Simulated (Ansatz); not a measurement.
A nudged elastic band was laid between two geometries of AlF$_{3}$H$_{2}$ (6 atoms, charge 0, multiplicity 1).

These are results of RKS BHLYP-D4/def2-SVP (Ansatz 0.2.0), not measurements.

```json
{
  "movable images": "5",
  "climbing image": "yes",
  "spring": "5.0 eV/Å²",
  "optimiser": "quadratic models (default)",
  "start path": "through a guess of the saddle point",
  "force threshold": "0.05 eV/Å",
  "iteration limit": "60",
  "end points": "relaxed"
}
```

First end point:

```xyz
6
Properties=species:S:1:pos:R:3
Al 0.004 0.083 0.113
H 0.000 0.688 1.556
F 1.409 0.058 -0.755
F -1.411 -0.011 -0.735
F 0.055 -1.813 0.756
H 0.071 -1.903 1.677
```

Last end point:

```xyz
6
Properties=species:S:1:pos:R:3
Al 0.019 -0.601 -0.208
H 0.012 0.162 1.806
F 1.409 0.198 -0.538
F -1.411 0.134 -0.511
F 0.059 -2.205 0.130
H 0.039 -0.586 1.933
```

Q: What changes between the two ends?

A: Bonds broken: Al1–H2, F5–H6. Bonds formed: H2–H6. AlF3H2 becomes AlF3 + H2.

Q: What energy profile does the band end with?

A: It converged. The highest image is number 3 of 0 to 6, 0.35 eV above the first end and 1.36 eV above the last; the last end lies 1.01 eV below the first. A vibrational analysis at the climbing image gives one clearly imaginary mode, 1048i cm⁻¹: a first-order saddle point. The orbitals stay closed-shell, which can raise the energy where a bond breaks towards radicals; this wasn't checked here.

```json
{"image": "0", "path coordinate (Å)": "0.00", "energy (eV)": "0.00", "Al1–H2 (Å)": "1.56", "F5–H6 (Å)": "0.93", "H2–H6 (Å)": "2.59"}
{"image": "1", "path coordinate (Å)": "0.37", "energy (eV)": "0.04", "Al1–H2 (Å)": "1.57", "F5–H6 (Å)": "0.93", "H2–H6 (Å)": "2.09"}
{"image": "2", "path coordinate (Å)": "0.74", "energy (eV)": "0.17", "Al1–H2 (Å)": "1.60", "F5–H6 (Å)": "0.95", "H2–H6 (Å)": "1.60"}
{"image": "3", "path coordinate (Å)": "1.11", "energy (eV)": "0.35", "Al1–H2 (Å)": "1.68", "F5–H6 (Å)": "1.09", "H2–H6 (Å)": "1.15"}
{"image": "4", "path coordinate (Å)": "1.50", "energy (eV)": "-0.37", "Al1–H2 (Å)": "1.85", "F5–H6 (Å)": "1.52", "H2–H6 (Å)": "0.83"}
{"image": "5", "path coordinate (Å)": "1.90", "energy (eV)": "-0.92", "Al1–H2 (Å)": "2.06", "F5–H6 (Å)": "1.97", "H2–H6 (Å)": "0.76"}
{"image": "6", "path coordinate (Å)": "2.30", "energy (eV)": "-1.01", "Al1–H2 (Å)": "2.15", "F5–H6 (Å)": "2.42", "H2–H6 (Å)": "0.76"}
```

Q: What is the geometry of the highest image?

A: 
```xyz
6
Properties=species:S:1:pos:R:3
Al 0.011 -0.198 0.016
H 0.018 0.047 1.680
F 1.423 0.143 -0.743
F -1.427 0.079 -0.719
F 0.055 -1.867 0.798
H 0.046 -1.102 1.581
```

Q: What are the harmonic wavenumbers there?

A: 1048i, 177, 235, 328, 468, 693, 826, 997, 1222, 1235, 1757, 2129 cm⁻¹.

The band took 9 iterations and roughly 100 core-seconds.

Run time: 100 s on 1 thread of Arm Neoverse V2, on a shared host, peak memory 0.13 GiB.
